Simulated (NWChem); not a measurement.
System: ZnNH3O; SMILES [Zn]([OH])[NH2]

NWChem input:

```
start job
memory heap 200 mb stack 900 mb global 1100 mb
geometry units angstroms noautoz
  Zn    -0.208599    -0.039458     0.014138
  O     -0.378431    -1.802472     0.036935
  H      0.448363    -2.289039    -0.029740
  N     -0.303308     1.770890     0.005751
  H     -0.008376     2.242189    -0.846109
  H      0.134417     2.258383     0.783883
end
basis spherical
  * library def2-svp
end
dft
  xc xwpbe 1.00 cpbe96 1.0 hfexch 1.00
  cam 0.15 cam_alpha 0.0 cam_beta 1.0
  iterations 150
  vectors input atomic output neutral.movecs
end
task dft energy
charge 1
dft
  odft
  mult 2
  vectors input atomic output cation.movecs
end
task dft energy
```

NWChem printed, in part:

```
             Northwest Computational Chemistry Package (NWChem) 7.3.0
             --------------------------------------------------------

 C1  symmetry detected

                             Geometry "geometry" -> ""
                             -------------------------

 Output coordinates in angstroms (scale by  1.889725989 to convert to a.u.)

  No.       Tag          Charge          X              Y              Z
 ---- ---------------- ---------- -------------- -------------- --------------
    1 Zn                  30.0000     0.00209764     0.01837888     0.01734644
    2 O                    8.0000    -0.00620309     1.78448688    -0.11820651
    3 H                    1.0000     0.02085438     2.25432877     0.72042202
    4 N                    7.0000    -0.00582018    -1.78979603    -0.11242576
    5 H                    1.0000    -0.81450671    -2.27407254     0.27003397
    6 H                    1.0000     0.82108924    -2.27894542     0.22178329

 Effective nuclear repulsion energy (a.u.)     176.2083532623

  pbe96 is a nonlocal functional; adding pw91lda local functional.

                                 NWChem DFT Module
                                 -----------------

 Summary of "ao basis" -> "ao basis" (spherical)
 ------------------------------------------------------------------------------
       Tag                 Description            Shells   Functions and Types
 ---------------- ------------------------------  ------  ---------------------
 Zn                         def2-svp                11       31   5s3p2d1f
 O                          def2-svp                 6       14   3s2p1d
 H                          def2-svp                 3        5   2s1p
 N                          def2-svp                 6       14   3s2p1d

            General Information
            -------------------
          SCF calculation type: DFT
          Wavefunction type:  closed shell.
          No. of atoms     :     6
          No. of electrons :    48
           Alpha electrons :    24
            Beta electrons :    24
          Charge           :     0
          Spin multiplicity:     1
          Use of symmetry is: off; symmetry adaption is: off
          Maximum number of iterations: 150
          AO basis - number of functions:    74
                     number of shells:    32
          Convergence on energy requested:  1.00D-06
          Convergence on density requested:  1.00D-05
          Convergence on gradient requested:  5.00D-04

              XC Information
              --------------
                     Hartree-Fock (Exact) Exchange  1.000
                     LC-wPBE(h)Exchange Functional  1.000
            Perdew 1991 LDA Correlation Functional  1.000 local
           PerdewBurkeErnz. Correlation Functional  1.000 non-local

           Range-Separation Parameters
           ---------------------------
           Alpha           :  0.00
           Beta            :  1.00
           Gamma           :  0.15
           Short-Range HF  :     F

             Grid Information
             ----------------
          Grid used for XC integration:  medium
          Radial quadrature: Mura-Knowles
          Angular quadrature: Lebedev.
          Tag              B.-S. Rad. Rad. Pts. Rad. Cut. Ang. Pts.
          ---              ---------- --------- --------- ---------
          Zn                  1.35      112           8.0       590
          O                   0.60       49          11.0       434
          H                   0.35       45          12.0       434
          N                   0.65       49          11.0       434
          Grid pruning is: on
          Number of quadrature shells:   345
          Spatial weights used:  Erf1

      Superposition of Atomic Density Guess
      -------------------------------------

 Sum of atomic energies:       -1907.99465241

      Non-variational initial energy
      ------------------------------

 Total energy =   -1908.700803
 1-e energy   =   -3013.089526
 2-e energy   =     928.180370
 HOMO         =      -0.342167
 LUMO         =      -0.060478

   convergence    iter        energy       DeltaE   RMS-Dens  Diis-err
 ---------------- ----- ----------------- --------- --------- ---------
 d= 0,ls=0.0,diis     1  -1910.3092733589 -2.09D+03  2.11D-02  9.28D-01
 d= 0,ls=0.0,diis     2  -1910.2365317817  7.27D-02  1.01D-02  1.94D+00
 d= 0,ls=0.0,diis     3  -1910.4224136421 -1.86D-01  1.94D-03  3.04D-02
 d= 0,ls=0.0,diis     4  -1910.4239446695 -1.53D-03  8.81D-04  1.47D-02
 d= 0,ls=0.0,diis     5  -1910.4252805121 -1.34D-03  1.51D-04  3.46D-04
  Resetting Diis
 d= 0,ls=0.0,diis     6  -1910.4253158961 -3.54D-05  4.60D-05  9.37D-06
 d= 0,ls=0.0,diis     7  -1910.4253170154 -1.12D-06  2.51D-05  2.84D-06
 d= 0,ls=0.0,diis     8  -1910.4253167205  2.95D-07  1.46D-05  7.08D-06
 d= 0,ls=0.0,diis     9  -1910.4253172673 -5.47D-07  2.04D-06  6.56D-09

         Total DFT energy =    -1910.425317267277
      One electron energy =    -3013.045742436192
           Coulomb energy =     1013.782541281157
    Exchange-Corr. energy =      -87.370469374513
 Nuclear repulsion energy =      176.208353262270

 Numeric. integr. density =       48.000001723787

                       DFT Final Molecular Orbital Analysis
                       ------------------------------------

 Vector   22  Occ=2.000000D+00  E=-3.269907D-01
              MO Center= -4.0D-03,  1.4D+00, -6.7D-02, r^2= 1.7D+00
   Bfn.  Coefficient  Atom+Function         Bfn.  Coefficient  Atom+Function
  ----- ------------  ---------------      ----- ------------  ---------------
    36      0.390733  2 O  py                37     -0.371643  2 O  pz
     4     -0.329864  1 Zn s                 39      0.275319  2 O  py
    40     -0.271717  2 O  pz                34      0.211930  2 O  s
     3      0.155532  1 Zn s                 13     -0.128839  1 Zn py
    33      0.127512  2 O  s                 14     -0.125240  1 Zn pz

 Vector   23  Occ=2.000000D+00  E=-2.930097D-01
              MO Center= -4.9D-03,  1.6D+00, -9.0D-02, r^2= 9.2D-01
   Bfn.  Coefficient  Atom+Function         Bfn.  Coefficient  Atom+Function
  ----- ------------  ---------------      ----- ------------  ---------------
    35      0.603685  2 O  px                38      0.469724  2 O  px
    15     -0.182804  1 Zn d -2              12      0.165449  1 Zn px
     9     -0.061154  1 Zn px                20     -0.044824  1 Zn d -2
    48      0.030099  3 H  px                54      0.027534  4 N  px
    70     -0.027669  6 H  s                 65      0.027310  5 H  s

 Vector   24  Occ=2.000000D+00  E=-2.626926D-01
              MO Center= -7.0D-03, -1.5D+00, -1.6D-01, r^2= 1.6D+00
   Bfn.  Coefficient  Atom+Function         Bfn.  Coefficient  Atom+Function
  ----- ------------  ---------------      ----- ------------  ---------------
    56      0.513025  4 N  pz                59     -0.444568  4 N  pz
    53      0.171150  4 N  s                 16     -0.158622  1 Zn d -1
    55      0.153231  4 N  py                14     -0.141328  1 Zn pz
    58     -0.136700  4 N  py                52      0.118992  4 N  s
    37      0.103128  2 O  pz                36     -0.097823  2 O  py

 Vector   25  Occ=0.000000D+00  E= 2.659659D-02
              MO Center=  1.0D-02,  7.3D-03,  1.8D-01, r^2= 5.6D+00
   Bfn.  Coefficient  Atom+Function         Bfn.  Coefficient  Atom+Function
  ----- ------------  ---------------      ----- ------------  ---------------
     5      0.986400  1 Zn s                 53     -0.507893  4 N  s
    34     -0.330596  2 O  s                 19     -0.213880  1 Zn d  2
    52     -0.171688  4 N  s                 36      0.167879  2 O  py
    55      0.158282  4 N  py                58     -0.140426  4 N  py
     3     -0.138650  1 Zn s                 33     -0.134617  2 O  s

 Vector   26  Occ=0.000000D+00  E= 1.256770D-01
              MO Center=  1.9D-04,  1.0D-02,  2.4D-02, r^2= 2.5D+00
   Bfn.  Coefficient  Atom+Function         Bfn.  Coefficient  Atom+Function
  ----- ------------  ---------------      ----- ------------  ---------------
    12      1.038532  1 Zn px                 9     -0.270989  1 Zn px
    35     -0.199364  2 O  px                38     -0.196064  2 O  px
    70     -0.136867  6 H  s                 65      0.133916  5 H  s
     6      0.086603  1 Zn px                54      0.063413  4 N  px
    66     -0.059485  5 H  s                 57     -0.054510  4 N  px

 Vector   27  Occ=0.000000D+00  E= 1.298889D-01
              MO Center=  1.3D-02, -5.9D-01,  4.4D-01, r^2= 6.6D+00
   Bfn.  Coefficient  Atom+Function         Bfn.  Coefficient  Atom+Function
  ----- ------------  ---------------      ----- ------------  ---------------
    53      0.938482  4 N  s                 47      0.695593  3 H  s
    66     -0.696371  5 H  s                 71     -0.698537  6 H  s
    14      0.542369  1 Zn pz                34     -0.387918  2 O  s
    58     -0.274546  4 N  py                40     -0.256040  2 O  pz
    37     -0.196507  2 O  pz                 4      0.173006  1 Zn s

     Multipole analysis of the density
     ---------------------------------

     L   x y z        total         alpha         beta         nuclear
     -   - - -        -----         -----         ----         -------
     0   0 0 0     -0.000000    -24.000000    -24.000000     48.000000

     1   1 0 0      0.033620      0.016810      0.016810      0.000000
     1   0 1 0     -0.354606     -0.177303     -0.177303      0.000000
     1   0 0 1      0.959532      0.479766      0.479766      0.000000

[...]
```

Level: LC-wPBE (HJS exchange hole, range parameter 0.15 per bohr)/def2-SVP, vertical spin-unrestricted ions. Geometry: optimised at PBE0/def2-SVP.
